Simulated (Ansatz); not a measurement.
A nudged elastic band was laid between two geometries of GaH7O2Si (11 atoms, charge 0, multiplicity 1).

Method: RKS r2SCAN/def2-SVP in Ansatz 0.2.0.

```yaml
movable_images: 5
climbing_image: yes
spring: 5.0 eV/Å²
optimiser: quadratic models (default)
start_path: through a guess of the saddle point
force_threshold: 0.03 eV/Å
iteration_limit: 60
end_points: relaxed
```

Image 0:

```xyz
11
Properties=species:S:1:pos:R:3
Ga 0.059 0.035 0.184
O -0.854 -0.623 1.670
H -1.757 -0.923 1.499
H 1.588 -0.267 0.243
H -0.833 0.330 -1.063
O -0.104 1.722 1.477
Si 1.022 2.766 2.194
H 2.117 1.997 2.851
H 1.557 3.605 1.089
H 0.321 3.607 3.206
H -0.587 1.023 2.021
```

Image 6:

```xyz
11
Properties=species:S:1:pos:R:3
Ga 0.255 0.261 0.241
O -1.036 -0.648 1.654
H -1.965 -0.672 1.381
H 1.552 -0.601 0.257
H -0.720 0.546 -0.946
O 0.200 1.575 1.549
Si 1.085 2.846 2.116
H 2.365 2.401 2.758
H 1.440 3.810 1.023
H 0.286 3.582 3.145
H -0.932 0.172 2.192
```

(1) What changes between the two ends?

(2) Give the energies along the band, and the barrier.

(3) What is the geometry of the highest image?

(4) What are the harmonic wavenumbers there?

Results:

(1) Bonds broken: O6–H11. Bonds formed: O2–H11.

(2) It converged. The highest image is number 2 of 0 to 6, 4.0 kJ/mol above the first end and 31.8 kJ/mol above the last; the last end lies 27.7 kJ/mol below the first. A vibrational analysis at the climbing image gives one clearly imaginary mode, 531i cm⁻¹: a first-order saddle point. The orbitals stay closed-shell, which can raise the energy where a bond breaks towards radicals; this wasn't checked here.

```tsv
image	path coordinate (Å)	energy (kJ/mol)	O6–H11 (Å)	O2–H11 (Å)
0	0.00	0.0	1.01	1.70
1	0.43	0.1	1.01	1.67
2	0.87	4.0	1.14	1.32
3	1.66	-26.9	1.88	0.99
4	2.45	-27.1	1.91	0.99
5	3.24	-27.4	1.91	0.99
6	4.03	-27.7	1.91	0.99
```

(3) 
```xyz
11
Properties=species:S:1:pos:R:3
Ga 0.133 0.148 0.087
O -0.693 -0.611 1.666
H -1.626 -0.853 1.589
H 1.629 -0.264 -0.007
H -0.913 0.432 -1.032
O -0.019 1.596 1.503
Si 0.919 2.774 2.243
H 1.912 2.160 3.173
H 1.631 3.530 1.175
H 0.038 3.699 3.013
H -0.483 0.661 1.961
```

(4) 531i, 43, 62, 118, 354, 429, 447, 499, 573, 591, 704, 721, 739, 758, 813, 942, 953, 963, 1036, 1285, 1858, 2001, 2019, 2228, 2237, 2247, 3849 cm⁻¹.

Time of the run: 5.7 min on 4 threads of Arm Neoverse V1 (shared host), peak memory 0.19 GiB.
